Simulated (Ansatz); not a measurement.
Total energies of `c1c[se]c(-c2ccc(-c3ccc(-c4ccc(-c5ccc(-c6ccc(-c7ccc[se]7)[se]6)[se]5)[se]4)[se]3)[se]2)c1` from Ansatz at PBE0-D4/def2-SVP, gas phase (1 Eh = 27.2114 eV = 2625.5 kJ/mol). The reference geometry is relaxed at PBE-D4/def2-SVP.

| state | geometry | energy (Eh) |
| --- | --- | --- |
| charge 0 singlet | reference | -17881.44634 |
| charge 1 doublet | reference | -17881.22886 |
| charge -1 doublet | reference | -17881.51504 |
| free C atom (triplet) | – | -37.76066 |
| free Se atom (triplet) | – | -2400.91098 |
| free H atom (doublet) | – | -0.50029 |

Single mean-field runs in def2-SVP are fitted with def2-universal-jkfit.

Problem. Work out the vertical ionisation energy to the doublet.

Solution. E(charge 1 doublet) − E(charge 0 singlet) = -17881.22886 − (-17881.44634) = 0.21748 Eh = 5.92 eV. For comparison, −ε of the highest occupied level is 5.05 eV at this level, 0.87 eV less.

Problem. Work out the vertical electron affinity, to the doublet.

Solution. E(charge 0 singlet) − E(charge -1 doublet) = -17881.44634 − (-17881.51504) = 0.06870 Eh = 1.87 eV. The basis lacks diffuse functions, which makes affinities too small.

Problem. Give the fundamental gap IE − EA, the Mulliken electronegativity (IE + EA)/2 and the hardness (IE − EA)/2.

Solution. From the values in Eh: IE − EA = 0.21748 − 0.06870 = 0.14878 Eh = 4.05 eV; (IE + EA)/2 = 3.89 eV; (IE − EA)/2 = 2.02 eV. The HOMO–LUMO gap of the same run is 2.39 eV, 1.66 eV smaller than the fundamental gap.

Problem. What is the binding energy per atom against free atoms?

Solution. Atoms: 28 × (-37.76066) + 7 × (-2400.91098) + 16 × (-0.50029) = -17871.67998 Eh. Binding: -17871.67998 − (-17881.44634) = 9.76636 Eh = 265.76 eV, or 5.21 eV for each of 51 atoms (no zero-point energy, no counterpoise term).
